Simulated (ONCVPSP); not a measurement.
Varying the ONCV potential for lanthanum (La)

Base potential:

La, optimised norm-conserving Vanderbilt (ONCV), made with ONCVPSP 4.0.1 (LDA (Perdew-Zunger), scalar-relativistic). Core [Kr], reference 4d10 5s2 5p6 5d1 6s1 (charge +1). Waves: 5s+6s: rc 3.00 bohr, ncon 3, nbas 8, qcut 4.4 1/bohr, 2 projectors; 5p: rc 2.80 bohr, ncon 4, nbas 7, qcut 4.3 1/bohr, 1 projector; 4d+5d: rc 1.50 bohr, ncon 4, nbas 9, qcut 11.6 1/bohr, 2 projectors; f scattering state at 0.05 Ha: rc 2.80 bohr, ncon 3, nbas 7, qcut 4.2 1/bohr, 2 projectors, debl 0.4 Ha. Local part: polynomial inside 1.10 bohr (lpopt 4, dvloc0 0 Ha). Core correction: Teter function, fcfact 3, rcfact 1.65.

In the f channel the program set the typed energies aside and used -0.385, 0.015 Ha.

All-electron outer shells of the reference configuration (LDA (Perdew-Zunger), scalar-relativistic, ld1.x):

```
shell  level (eV)  outermost node (bohr)  outermost maximum (bohr)
   4d     -109.76                   0.32                      0.68
   5s      -44.96                   0.77                      1.41
   5p      -28.34                   0.83                      1.58
   5d       -8.69                   0.95                      2.19
   6s       -8.60                   1.85                      3.56
```

Cutoffs, loose and tight: the cutoffs (Ha) at which the residual kinetic energy of the hardest occupied pseudo-wave falls to 1 and 0.1 mHa per electron. They do not see the model core or the augmentation charge, which bear on the density cutoff. Test errors are all-electron minus pseudo excitation energies from the reference, over the configurations 4d10 5s2 5p6 5d1 6s2; 4d10 5s2 5p6 5d1 6s0; 4d10 5s2 5p6 5d0 6s0; 4d10 5s2 5p6 5d2 6s0. A dash means not determined; rows that change the core or the reference have their own tests. The largest error is taken over the tests solved by every variant that gives reliable tests at all: 4d10 5s2 5p6 5d0 6s0; 4d10 5s2 5p6 5d1 6s0; 4d10 5s2 5p6 5d2 6s0.

A true bound ghost makes a file unfit for plane-wave use even where its test errors are small: the radial tests pick states by their node count and pass the ghost by.

| change | outcome | cutoff, loose | cutoff, tight | bound ghosts | GHOST(+) flags above zero | largest test error (meV) |
| --- | --- | --- | --- | --- | --- | --- |
| base | generated, projector energies reset by the program | 50 Ha | 56 Ha | s, p | none | +15 |
| all radii but the core radius scaled by about 1.23 (s 3.68, p 3.44, d 1.84, f 3.44 bohr); local potential polynomial inside 1.36 bohr (lpopt 4, dvloc0 0 Ha) | generated, projector energies reset by the program | 42 Ha | 48 Ha | none | s | +11 |
| core [Xe], valence charge 3; reference 5d2 6s1; waves now 6s: rc 3.35 bohr, ncon 5, nbas 9, qcut 1.6 1/bohr, 2 projectors, debl 1 Ha; p scattering state at 0.03 Ha: rc 4.05 bohr, ncon 4, nbas 7, qcut 1.7 1/bohr, 2 projectors, debl 1.9 Ha; 5d: rc 3.80 bohr, ncon 5, nbas 10, qcut 4.6 1/bohr, 2 projectors, debl 3.8 Ha; f scattering state at 0.05 Ha: rc 3.95 bohr, ncon 3, nbas 8, qcut 2.4 1/bohr, 2 projectors, debl 1.1 Ha; local potential polynomial inside 2.95 bohr (lpopt 5, dvloc0 4 Ha) | generated, projector energies reset by the program | 5.5 Ha | 18 Ha | s | s, p | -294 |
| core correction Teter function, fcfact 1.9, rcfact 1.65 | generated, projector energies reset by the program | 50 Ha | 56 Ha | s, p | none | +16 |

Problem. What comes out with this change to the base: p: rc 3.18?

Solution. outcome: generated, projector energies reset by the program; cutoff, loose: 50 Ha; cutoff, tight: 56 Ha; bound ghosts: s, p; GHOST(+) flags above zero: none; largest test error (meV): +19.

Problem. What comes out with this change to the base: s: rc 2.86?

Solution. outcome: generated, projector energies reset by the program; cutoff, loose: 50 Ha; cutoff, tight: 56 Ha; bound ghosts: s, p; GHOST(+) flags above zero: none; largest test error (meV): -16.

Problem. What comes out with this change to the base: f: ncon 5, nbas 9?

Solution. outcome: failed: ERROR pspot: first pseudo wave function has node, program will stop. Cause: the optimised pseudo-wave of the first projector has a node, so the radial equation cannot be inverted for a potential.
